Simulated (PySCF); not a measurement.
Atom-mapped SMILES (the numbers label the heavy atoms): `[CH3:1][S:2][SiH2:3]/[CH:4]=[CH:5]\[SiH3:6]` (H(Xn): hydrogen on atom n).

Geometry: GFN2-xTB; GIAO absolute shieldings from PySCF, gas phase, non-relativistic, averaged over equivalent atoms.

At PBE0/def2-SVPD (215 basis functions, 83 s wall time on 1 thread of an Intel Xeon Platinum 8259CL, shared host):
```tsv
atoms	σ (ppm)
C4	48.4
C5	54.0
C1	181.3
S2	742.5
Si3	445.4
Si6	482.1
H(C5)	24.37
H(C4)	24.55
H(Si3)	26.58
H(Si6)	27.51
H(C1)	29.81
```

Problem. Estimate the result of repeating the calculation with B97-D/aug-cc-pVDZ.

Solution. 
```csv
atoms,σ at B97-D/aug-cc-pVDZ,change
C4,52.6,+4.2
C5,58.7,+4.7
C1,176.3,-5.0
S2,700.4,-42.1
Si3,442.2,-3.2
Si6,483.0,+0.9
H(C5),24.51,+0.14
H(C4),24.67,+0.12
H(Si3),26.79,+0.21
H(Si6),27.74,+0.23
H(C1),29.79,-0.02
```

The largest change is at S2 (sulfur bonded to C, Si). Cost: 240 basis functions, 80 s wall time on 1 thread of an Intel Xeon Platinum 8488C, shared host. The order of the carbon signals is the same at both levels.
